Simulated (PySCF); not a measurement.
## Vibration and rotation of PbH⁺

RHF-CCSD(T) constants of PbH⁺, ¹Σ⁺ (singlet), closed shell (H aug-cc-pVDZ, Pb aug-cc-pVDZ-PP with ECP60; scalar-relativistic core potentials (PySCF 2.14); masses 1.0078 and 207.9766 u):

- ωe: 1683.7 cm⁻¹
- ωexe: 24.9 cm⁻¹
- Be: 5.0013 cm⁻¹
- αe: 0.123 cm⁻¹
- D (centrifugal): 0.000177 cm⁻¹

**Question.** Estimate the standard entropy (1 bar) and heat capacity of the ideal gas at 1500 K, rigid rotor with B0 and harmonic oscillator at the fundamental.

**Answer.** Translation (Sackur–Tetrode, M = 208.98 u): 209.1 J/(mol K). Rotation: q = kT/(σB0) = 211 with σ = 1, 52.8. Vibration: x = hcν0/kT = 1.57, 5.38. S° = 267.3 J/(mol K); Cp = 7R/2 + 6.80 = 35.9 J/(mol K).

Correlated steps freeze 4 core orbitals. These are scalar-relativistic numbers at best; spin–orbit coupling would shift them, the dissociation energy most.
